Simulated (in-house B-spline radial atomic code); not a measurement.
The lutetium ion Lu⁴⁺: [Xe] 4f13

Computed with a B-spline radial code for spherical atoms: Dirac-Kohn-Sham PBEsol, spherical fractional occupations, Fermi nucleus of rms radius 5.37 fm.

Effective charges: Z_r = [3n² - l(l+1)]/(2<r>) from the radius, Z_e = n√(-2ε) from the energy, and Slater's rules. Values are occupation-weighted means over j. An effective charge above Z reflects the relativistic contraction of the inner shells.

```csv
shell,electrons,ε (eV),<r> (bohr),Z_r,Z_e,Slater
1s,2,-63168,0.01933,77.61,68.14,70.70
2s,2,-10788,0.08127,73.83,56.32,66.85
2p,6,-9556.9,0.07249,68.97,53.01,66.85
3s,2,-2483.1,0.2123,63.60,40.53,59.75
3p,6,-2108.7,0.2115,59.09,37.35,59.75
3d,10,-1631,0.1925,54.54,32.85,49.85
4s,2,-533.43,0.4776,50.26,25.05,43.25
4p,6,-409.23,0.5061,45.44,21.94,43.25
4d,10,-240.31,0.5461,38.46,16.81,31.85
5s,2,-105.55,1.144,32.79,13.93,14.20
5p,6,-75.039,1.32,27.66,11.74,14.20
4f,13,-57.508,0.6834,26.34,8.22,20.80
```

The least bound orbital is 4f7/2 at -56.82 eV, while the most diffuse is 5p3/2 (<r> = 1.35 bohr against 0.6882 bohr): energy order and size order differ.

Spin-orbit splittings of the orbital energies (j = l + 1/2 above j = l - 1/2 when positive): 2p 1117 eV, 3p 238.1 eV, 3d 52.01 eV, 4p 54.44 eV, 4d 9.972 eV, 5p 7.746 eV, 4f 1.612 eV.

For the 1s electron the small component carries 7.11 % of the norm, the zero-frequency Breit interaction raises the level by 212.1 eV, self-energy by 130.8 eV, and vacuum polarisation lowers it by 23.65 eV.
